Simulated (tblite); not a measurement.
C₆H₈N (doublet state).
SMILES with atom numbers: `[H]/[N:7]=[CH:6]\[C:4]([C:3]#[C:2][CH3:1])[CH3:5]` (hydrogens: H8, H9, H10 on C1; H11, H12, H13 on C5; H14 on C6; H15 on N7)

Computed geometry: GFN2-xTB, gas phase. This method treats the open shell by occupation alone, without spin polarisation.

(1) List the bond lengths, angles and torsions at this level.

Results:

(1) 
```json
{"bond": "C1–C2", "length (pm)": "144.0"}
{"bond": "C2≡C3", "length (pm)": "121.4"}
{"bond": "C3–C4", "length (pm)": "138.3"}
{"bond": "C4–C5", "length (pm)": "149.2"}
{"bond": "C4–C6", "length (pm)": "142.2"}
{"bond": "C6=N7", "length (pm)": "128.2"}
{"bond": "C1–H8, C1–H9, C1–H10", "length (pm)": "109.1"}
{"bond": "C5–H11, C5–H12, C5–H13", "length (pm)": "109.0"}
{"bond": "C6–H14", "length (pm)": "108.7"}
{"bond": "N7–H15", "length (pm)": "102.1"}
```

Bonds in one row agree within 1 pm and their mean is given. A selection of angles:
```json
{"angle": "C2–C1–H8", "degrees": "110.1"}
{"angle": "H8–C1–H9", "degrees": "109.2"}
{"angle": "C1–C2–C3", "degrees": "178.7"}
{"angle": "C2–C3–C4", "degrees": "177.5"}
{"angle": "C3–C4–C5", "degrees": "119.3"}
{"angle": "C3–C4–C6", "degrees": "120.2"}
{"angle": "C5–C4–C6", "degrees": "120.5"}
{"angle": "C4–C5–H11", "degrees": "110.5"}
{"angle": "C4–C5–H12", "degrees": "109.9"}
{"angle": "H11–C5–H12", "degrees": "107.6"}
{"angle": "H11–C5–H13", "degrees": "109.5"}
{"angle": "C4–C6–N7", "degrees": "128.4"}
{"angle": "C4–C6–H14", "degrees": "116.2"}
{"angle": "N7–C6–H14", "degrees": "115.5"}
{"angle": "C6–N7–H15", "degrees": "113.2"}
```

Torsions: C3–C4–C6–N7 0° (synperiplanar); H15–N7–C6–C4 0° (synperiplanar). The mirror-image conformer, all signs reversed, is as good.

C4 (carbon bonded to 3 C) is planar (angles 120.5°, 120.2° and 119.3°, sum 360.0°, 0.01 Å off the plane of its three neighbours). The C–C distances run from 1.214 Å (C2≡C3, drawn triple) to 1.492 Å (C4–C5, drawn single), a spread of 0.278 Å. Of the pairs four or more bonds apart, C3···H15 is among the closest relative to their van der Waals radii: 2.53 Å, 87 % of the sum of Bondi's values. The 7 heavy atoms lie in one plane (0.005 Å rms). C6 (carbon bonded to C, N and H) is planar (angles 128.4°, 116.2° and 115.5°, sum 360.0°, 0.00 Å off the plane of its three neighbours).

GFN2-xTB frequencies show an imaginary mode (23i cm⁻¹), so the point is no minimum at that level.
